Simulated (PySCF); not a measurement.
SMILES F[Si]([SiH2]F)(F)F, CAM-B3LYP/def2-SVP optimised geometry.

```
8

Si    -0.51     1.13     0.00
F      0.02     1.88     1.34
Si     0.39    -1.01     0.00
F      1.99    -1.01     0.00
F     -0.09    -1.88     1.26
F     -0.09    -1.80    -1.32
H     -0.04     1.88    -1.19
H     -1.99     1.06     0.03
```

Density from CAM-B3LYP/def2-TZVP (PySCF) at that geometry.

Minimum of the electron density along straight lines between bonded atoms, close to the bond critical point (lines longer than 1.1 times the sum of covalent radii, or with two minima, are not listed):

```csv
bond,length / Å,ρ at the minimum / e bohr⁻³,∇²ρ there / e bohr⁻⁵,position (fraction from the first atom)
Si1–F2,1.622,0.132,0.90,0.42
Si1–Si3,2.327,…,…,0.36
Si3–F4,1.602,0.140,0.96,0.42
Si3–F5,1.602,0.140,0.96,0.42
Si3–F6,1.604,0.139,0.95,0.42
Si1–H7,1.483,0.126,0.13,0.49
Si1–H8,1.483,0.126,0.13,0.49
```

Problem. What belongs in the gaps?

Solution. 
- Si1–Si3, ρ at the minimum / e bohr⁻³: 0.103
- Si1–Si3, ∇²ρ there / e bohr⁻⁵: -0.16
